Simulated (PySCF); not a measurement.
First SCF of a structure search on sextet [FeCl2]+, at a hand-made linear geometry. PySCF input:

```python
from pyscf import gto, scf, dft
mol = gto.M(atom='''
Fe     0.000000     0.000000     0.000000
Cl     0.000000     0.000000     2.107000
Cl     0.000000     0.000000    -2.107000''',
    basis={'Fe': 'def2-SVP', 'Cl': 'def2-SVP'},
    charge=1, spin=5)
mf = dft.UKS(mol, xc='PBE0')
mf.grids.atom_grid = (50, 194)
aux = {'Fe': 'def2-universal-JKFIT', 'Cl': 'def2-universal-JKFIT'}
mf = mf.density_fit(auxbasis=aux)
mf.conv_tol = 1e-08
mf.diis_space = 10
mf.max_cycle = 60
mf.init_guess = 'minao'
mf.verbose = 4
mf.kernel()
```

Excerpt of the output (cycles alone):

```
init E= -2182.13699243115
cycle= 1 E= -2173.68194440182  delta_E= 8.46  |g|= 2.79  |ddm|= 8.83
cycle= 2 E= -2156.48261767106  delta_E= 17.2  |g|= 4.85  |ddm|= 9.68
cycle= 3 E= -2174.26750026071  delta_E= -17.8  |g|=  3.7  |ddm|= 7.51
cycle= 4 E= -2175.34104729351  delta_E= -1.07  |g|= 3.61  |ddm|= 0.708
cycle= 5 E= -2174.68007605893  delta_E= 0.661  |g|= 3.69  |ddm|= 0.324
cycle= 6 E= -2174.38217964918  delta_E= 0.298  |g|= 3.73  |ddm|= 0.266
cycle= 7 E= -2174.29991332862  delta_E= 0.0823  |g|= 3.73  |ddm|= 0.135
cycle= 8 E= -2174.82291020144  delta_E= -0.523  |g|= 3.67  |ddm|= 0.423
cycle= 9 E= -2174.83107165899  delta_E= -0.00816  |g|= 3.67  |ddm|= 0.00529
cycle= 10 E= -2174.81402897407  delta_E= 0.017  |g|= 3.67  |ddm|= 0.0202
cycle= 11 E= -2175.05125947082  delta_E= -0.237  |g|= 3.64  |ddm|= 0.141
cycle= 12 E= -2169.40233251186  delta_E= 5.65  |g|=  2.8  |ddm|=   11
cycle= 13 E= -2174.19020764315  delta_E= -4.79  |g|= 3.77  |ddm|=   11
... 29 lines left out ...
cycle= 43 E= -2182.86698408572  delta_E= -0.00372  |g|= 0.0739  |ddm|= 0.0477
cycle= 44 E= -2182.86873375957  delta_E= -0.00175  |g|= 0.0429  |ddm|= 0.0346
cycle= 45 E= -2182.86965361797  delta_E= -0.00092  |g|= 0.00327  |ddm|= 0.0435
cycle= 46 E= -2182.86965742858  delta_E= -3.81e-06  |g|= 0.00195  |ddm|= 0.0044
cycle= 47 E= -2182.86965948305  delta_E= -2.05e-06  |g|= 0.000175  |ddm|= 0.00196
cycle= 48 E= -2182.86965952775  delta_E= -4.47e-08  |g|= 0.000143  |ddm|= 0.000599
cycle= 49 E= -2182.86965955104  delta_E= -2.33e-08  |g|= 5.23e-05  |ddm|= 0.000319
cycle= 50 E= -2182.86965955595  delta_E= -4.91e-09  |g|= 3.16e-05  |ddm|= 0.000127
Extra cycle  E= -2182.86965955485  delta_E= 1.1e-09  |g|= 9.33e-05  |ddm|= 0.00013
converged SCF energy = -2182.86965955485  <S^2> = 8.7632829  2S+1 = 6.004426
```

No lower solution of this spin was found from smeared starts or by a stability analysis within the unrestricted form.

Other spin states or occupations of the open shell can lie lower.

The search for the lowest solution, 3 starts and the stability check together, took 36 s on 2 threads of a shared Intel Xeon @ 2.70GHz host, with 67 basis functions; the process peaked at 0.34 GiB. Launch command: `OMP_NUM_THREADS=2 python axn.py task.json out`.
